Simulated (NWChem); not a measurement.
System meant: AlH3SeO; SMILES [OH][AlH][SeH]

NWChem input:

```
start job
memory heap 200 mb stack 900 mb global 1100 mb
geometry units angstroms noautoz
  Al    -0.473271    -1.147278     0.000295
  H     -1.971326    -1.653128    -0.000327
  O      0.864815    -2.199770     0.000059
  H      0.838485    -3.157729    -0.000535
  Se     0.011912     1.109427     0.001821
  H      1.454602     0.820393     0.001914
end
basis spherical
  * library def2-svp
end
dft
  xc b3lyp
  iterations 4
  mulliken
end
task dft energy
```

End of the output:

```
    Atom       Charge   Shell Charges
 -----------   ------   -------------------------------------------------------
    1 Al  13    12.67   2.00  1.94  0.59  0.28  5.81  0.94  0.71  0.40
    2 H    1     1.15   0.63  0.50  0.01
    3 O    8     8.23   1.97  0.87  0.60  2.72  2.06  0.01
    4 H    1     0.91   0.55  0.17  0.19
    5 Se  34    34.05   2.00  2.00  1.96  1.07  0.63  5.99  5.80  2.07  2.48  7.82  2.04  0.20
    6 H    1     0.99   0.59  0.33  0.07

 center of mass
 --------------
 x =   0.00156599 y =   0.22383723 z =   0.00000000

 moments of inertia (a.u.)
 ------------------
         792.767797629552           0.000000000000           0.000000000000
           0.000000000000          85.143996664841           0.000000000000
           0.000000000000           0.000000000000         877.911794294392

     Multipole analysis of the density
     ---------------------------------

     L   x y z        total         alpha         beta         nuclear
     -   - - -        -----         -----         ----         -------
     0   0 0 0     -0.000000    -29.000000    -29.000000     58.000000

     1   1 0 0     -0.039866     -0.019933     -0.019933      0.000000
     1   0 1 0     -0.718208     -0.359104     -0.359104      0.000000
     1   0 0 1      0.000000      0.000000      0.000000      0.000000

     2   2 0 0    -29.116515    -41.700268    -41.700268     54.284021
     2   1 1 0      0.655621     -0.553739     -0.553739      1.763098
     2   1 0 1      0.000000      0.000000      0.000000      0.000000
     2   0 2 0    -24.254332   -211.014602   -211.014602    397.774871
     2   0 1 1     -0.000000     -0.000000     -0.000000      0.000000
     2   0 0 2    -27.548628    -13.774314    -13.774314      0.000000

 ------------------------------------------------------------------------
 dft energy failed                                                                                  0
 ------------------------------------------------------------------------
 ------------------------------------------------------------------------
  current input line :
    19: task dft energy
 ------------------------------------------------------------------------
 ------------------------------------------------------------------------
 This type of error is most commonly associated with calculations not reaching convergence criteria
 ------------------------------------------------------------------------
 For more information see the NWChem manual at https://nwchemgit.github.io

0:dft energy failed:Received an Error in Communication
```

### Question
Find the fault in this run and fix the input.

### Answer
The run did not converge; its last values are not results. Cause: the SCF was allowed too few iterations. This input runs:
```
start job
memory heap 200 mb stack 900 mb global 1100 mb
geometry units angstroms noautoz
  Al    -0.473271    -1.147278     0.000295
  H     -1.971326    -1.653128    -0.000327
  O      0.864815    -2.199770     0.000059
  H      0.838485    -3.157729    -0.000535
  Se     0.011912     1.109427     0.001821
  H      1.454602     0.820393     0.001914
end
basis spherical
  * library def2-svp
end
dft
  xc b3lyp
  iterations 150
  mulliken
end
task dft energy
```
It converges to -2720.72772 Ha (B3LYP/def2-SVP).
